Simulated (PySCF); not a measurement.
# Two-dimensional NMR puzzle

Compound of formula C$_{3}$H$_{10}$NPSi. Correlations simulated from computed shifts and the bond graph:

HSQC (one-bond C–H):
```
  δH     δC
6.32  145.6
4.01   85.4
3.94   85.4
2.72   34.8
```

COSY cross peaks (H two or three bonds apart, from the bond graph; peaks can be absent where the dihedral angle is near 90°):
```
  δH    δH
6.32  4.01
6.32  3.94
5.30  1.07
4.01  3.94
```

HMBC (two and three bonds, from the bond graph):
```
  δH           δC
6.32   85.4, 34.8
5.30  145.6, 34.8
4.01        145.6
3.94        145.6
2.72        145.6
```

Computed data (PySCF): GFN2-xTB geometry, NMR shieldings at PBE0/pcSseg-1/GIAO. No solvent, no relativistic terms, one averaged value for each set of equivalent atoms, one conformer.

δ = σ(ref) − σ, references computed at the same level: TMS for 1H (σ = 31.72 ppm), 13C (σ = 186.93 ppm).

Exchangeable hydrogens are left out of these lists.

Question: Work out the connectivity.

Answer: `[SiH2](N(C=C)C)P`.

Atom-mapped SMILES (the numbers label the heavy atoms): `[CH2:1]=[CH:2][N:3]([CH3:4])[SiH2:5][PH2:6]`. Hydrogens are named by the atom that carries them. Ha(C1) is cis to N3; Hb(C1) is trans to N3.

δC 145.6 is C2, an alkene carbon bearing nitrogen (δH 6.32). δC 85.4 is C1, a β carbon of an enol-ether or enamine type C=C (δH 3.94, 4.01). δC 34.8 is C4, a methyl carbon bonded to N (δH 2.72). COSY links 6.32–4.01, 6.32–3.94, 5.30–1.07, 4.01–3.94.

The shifts were computed for this structure.

Shifts are as computed. Against solution values, carbons near 30 ppm lie about +3 ppm off and those near 130 ppm about +5 ppm. Of 1211 compounds with measured shifts, 218 miss one by over three times the rms of a fit or turn the order of signals round; such compounds aren't used in these exercises.
